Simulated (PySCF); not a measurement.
Basis-set dependence of population analyses: `C[NH2+][BH2-]C#N`

Compound: C2H7BN2.
Geometry (PBE0-D3(BJ)/def2-SVP, Å), atoms numbered from 1 in this order:
```xyz
12
C2H7BN2 angstrom
C     -1.2757   -0.5881   -0.3097
N     -0.4194    0.0994    0.6695
B      0.8850    0.8390    0.0538
C      1.7529   -0.3020   -0.6024
N      2.3371   -1.1892   -1.0717
H     -1.6349    0.1491   -1.0382
H     -0.6670   -1.3312   -0.8407
H     -2.1282   -1.0802    0.1792
H     -0.1004   -0.5641    1.3793
H     -0.9533    0.8111    1.1711
H      1.4526    1.3726    0.9922
H      0.4748    1.6400   -0.7699
```

PBE0 throughout (PySCF), one geometry, spherical d and f functions. One conformer (not necessarily the lowest) at the PBE0-D3(BJ)/def2-SVP geometry, without solvent, vibrations or thermal averaging. Atoms taken as equivalent share a column and are averaged. The first 7 of 8 kinds of atom are listed.

Mulliken charges (e):

```tsv
basis	functions	C1	N2	B3	C4	N5	H6/H7/H8	H9/H10
STO-3G	32	-0.151	-0.326	+0.053	-0.058	-0.263	+0.122	+0.267
6-31G	59	-0.363	-0.767	+0.117	-0.005	-0.333	+0.219	+0.385
pcSseg-0	59	-0.468	-0.832	+0.143	-0.111	-0.420	+0.275	+0.382
6-31G*	84	-0.417	-0.698	-0.049	+0.105	-0.362	+0.225	+0.399
def2-SVP	105	-0.006	-0.107	-0.178	-0.139	-0.117	+0.086	+0.178
cc-pVDZ	105	-0.038	+0.006	-0.153	-0.071	-0.193	+0.086	+0.147
pcSseg-1	120	-0.155	-0.406	+0.029	-0.113	-0.281	+0.155	+0.239
6-311+G(2d,p)	177	-0.390	-0.433	-0.006	+0.027	-0.376	+0.181	+0.321
aug-cc-pVDZ	178	+0.853	-0.200	-1.181	+0.151	-0.513	-0.157	+0.063
def2-TZVP	197	-0.319	-0.222	-0.233	-0.204	-0.077	+0.165	+0.273
IGLO-III	245	-0.287	-0.409	+0.111	-0.037	-0.360	+0.155	+0.304
cc-pVTZ	248	-0.220	+0.059	-0.237	-0.147	-0.147	+0.129	+0.153
```

IAO charges (e):

```tsv
basis	functions	C1	N2	B3	C4	N5	H6/H7/H8	H9/H10
STO-3G	32	-0.301	-0.240	-0.212	-0.041	-0.212	+0.163	+0.271
6-31G	59	-0.341	-0.286	-0.266	+0.026	-0.273	+0.177	+0.302
pcSseg-0	59	-0.320	-0.280	-0.278	+0.032	-0.270	+0.172	+0.298
6-31G*	84	-0.317	-0.276	-0.256	+0.031	-0.277	+0.169	+0.296
def2-SVP	105	-0.305	-0.263	-0.272	+0.030	-0.268	+0.164	+0.294
cc-pVDZ	105	-0.315	-0.269	-0.274	+0.028	-0.269	+0.168	+0.296
pcSseg-1	120	-0.312	-0.270	-0.269	+0.035	-0.280	+0.168	+0.295
6-311+G(2d,p)	177	-0.327	-0.282	-0.273	+0.040	-0.288	+0.172	+0.302
aug-cc-pVDZ	178	-0.325	-0.277	-0.275	+0.040	-0.287	+0.172	+0.301
def2-TZVP	197	-0.326	-0.283	-0.271	+0.039	-0.285	+0.172	+0.302
IGLO-III	245	-0.328	-0.283	-0.272	+0.040	-0.288	+0.173	+0.302
cc-pVTZ	248	-0.327	-0.283	-0.272	+0.036	-0.281	+0.172	+0.302
```

Hirshfeld charges (e):

```tsv
basis	functions	C1	N2	B3	C4	N5	H6/H7/H8	H9/H10
STO-3G	32	+0.044	+0.041	-0.007	-0.059	-0.233	+0.042	+0.148
6-31G	59	-0.024	-0.004	-0.020	-0.024	-0.265	+0.060	+0.163
pcSseg-0	59	-0.023	+0.007	-0.027	-0.025	-0.253	+0.059	+0.161
6-31G*	84	-0.024	-0.007	-0.021	-0.017	-0.272	+0.060	+0.164
def2-SVP	105	-0.034	-0.016	-0.026	-0.017	-0.260	+0.062	+0.169
cc-pVDZ	105	-0.032	-0.016	-0.021	-0.024	-0.254	+0.061	+0.167
pcSseg-1	120	-0.034	-0.032	-0.014	-0.015	-0.264	+0.064	+0.166
6-311+G(2d,p)	177	-0.034	-0.047	-0.008	-0.018	-0.271	+0.065	+0.168
aug-cc-pVDZ	178	-0.042	-0.049	-0.011	-0.015	-0.268	+0.066	+0.168
def2-TZVP	197	-0.038	-0.043	-0.013	-0.015	-0.269	+0.065	+0.169
IGLO-III	245	-0.042	-0.050	-0.012	-0.015	-0.269	+0.067	+0.169
cc-pVTZ	248	-0.039	-0.040	-0.015	-0.015	-0.265	+0.065	+0.170
```

ESP-fitted charges (e):

```tsv
basis	functions	C1	N2	B3	C4	N5	H6/H7/H8	H9/H10
STO-3G	32	-0.390	+0.123	-0.411	+0.337	-0.462	+0.151	+0.220
6-31G	59	-0.282	-0.179	-0.214	+0.372	-0.537	+0.138	+0.291
pcSseg-0	59	-0.314	-0.173	-0.231	+0.380	-0.541	+0.150	+0.290
6-31G*	84	-0.280	-0.203	-0.163	+0.301	-0.492	+0.138	+0.291
def2-SVP	105	-0.230	-0.190	-0.188	+0.300	-0.485	+0.124	+0.285
cc-pVDZ	105	-0.233	-0.217	-0.154	+0.271	-0.467	+0.126	+0.290
pcSseg-1	120	-0.222	-0.225	-0.103	+0.285	-0.498	+0.125	+0.287
6-311+G(2d,p)	177	-0.265	-0.288	-0.099	+0.303	-0.510	+0.139	+0.307
aug-cc-pVDZ	178	-0.247	-0.299	-0.065	+0.307	-0.514	+0.133	+0.305
def2-TZVP	197	-0.262	-0.259	-0.103	+0.302	-0.506	+0.136	+0.299
IGLO-III	245	-0.248	-0.286	-0.075	+0.296	-0.508	+0.133	+0.303
cc-pVTZ	248	-0.252	-0.281	-0.086	+0.284	-0.492	+0.134	+0.303
```

Some averages cover members that differ in this geometry, most widely: H6/H7/H8, Mulliken in aug-cc-pVDZ -0.215 to -0.126; H9/H10, Mulliken in aug-cc-pVDZ +0.025 to +0.101; H6/H7/H8, Mulliken in 6-31G +0.190 to +0.245; H6/H7/H8, Mulliken in 6-31G* +0.198 to +0.251 e.

Question: Which scheme is steadiest as the basis changes?

Answer: Largest range over the bases for any column: IAO 0.08 e, Hirshfeld 0.09 e, ESP-fitted 0.42 e, Mulliken 1.32 e. IAO and Hirshfeld charges move least and Mulliken charges most, counted in e. Without the minimal STO-3G basis the ranges are IAO 0.04, Hirshfeld 0.06, ESP-fitted 0.17, Mulliken 1.32 e.

Question: How much do the charges still move between the two largest bases, IGLO-III and cc-pVTZ?

Answer: At most, over all atoms: Mulliken 0.467 e, IAO 0.006 e, Hirshfeld 0.009 e, ESP-fitted 0.016 e.

Question: What do the same runs give for the total energy, the frontier levels and the dipole moment?

Answer: 
```csv
basis,energy (Eh),HOMO (eV),LUMO (eV),μ (D)
STO-3G,-211.8525,-5.75,5.25,7.52
6-31G,-214.4615,-7.84,0.58,7.65
pcSseg-0,-214.0420,-8.07,0.29,7.75
6-31G*,-214.5210,-7.77,0.63,7.47
def2-SVP,-214.3691,-7.90,0.21,7.46
cc-pVDZ,-214.5393,-7.83,0.22,7.37
pcSseg-1,-214.5038,-8.04,-0.13,7.55
"6-311+G(2d,p)",-214.5921,-8.10,-0.83,7.49
aug-cc-pVDZ,-214.5544,-8.07,-0.95,7.43
def2-TZVP,-214.6078,-8.07,-0.31,7.46
IGLO-III,-214.6149,-8.09,-0.59,7.46
cc-pVTZ,-214.6034,-8.03,-0.25,7.40
```

The dipole is fixed by the density alone, so its range of 0.38 D shows that the density itself changes with the basis, not only its division among atoms.
